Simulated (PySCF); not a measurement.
Ionising NaSr

r²SCAN; Na def2-SVPD, Sr def2-SVPD with ECP28; scalar-relativistic core potentials (PySCF 2.14). Neutral (UKS): doublet (σ ↑), Re = 3.922 Å, ωe = 91.3 cm⁻¹, De = 0.34 eV, HOMO -2.84 eV, LUMO -1.85 eV.

NaSr⁻ (UKS): singlet (closed shell), Re = 4.170 Å, ωe = 78.3 cm⁻¹. The energies at the minima are -192.87627 hartree for NaSr and -192.89978 for NaSr⁻.

Question: Work out the adiabatic electron affinity, without and with harmonic zero-point energies (1 hartree = 27.2114 eV, 1 eV = 8065.5 cm⁻¹), and the change of the bond length.

Answer: At r²SCAN: 0.02351 hartree = 0.640 eV between the minima; the zero-point term (91.3 − 78.3)/2 cm⁻¹ = +0.001 eV makes it 0.641 eV. Re changes by +24.8 pm against the neutral. The electron enters a σ orbital, and the longer bond of the ion fits an antibonding orbital, or a change in how ionic the bond is.

Closed-shell solutions of metal pairs were not tested for spin polarisation, which can lower them a little. Weak bonds: NaSr. Basis-set superposition, not corrected here, can be much of De in a small basis, most of all at correlated wavefunction levels. The highest Kohn–Sham level is positive in this anion. Much of that is self-interaction error, but it also means that the finite basis helps to hold the extra electron. States were picked by a PBE0 search and need not be the measured ground states.
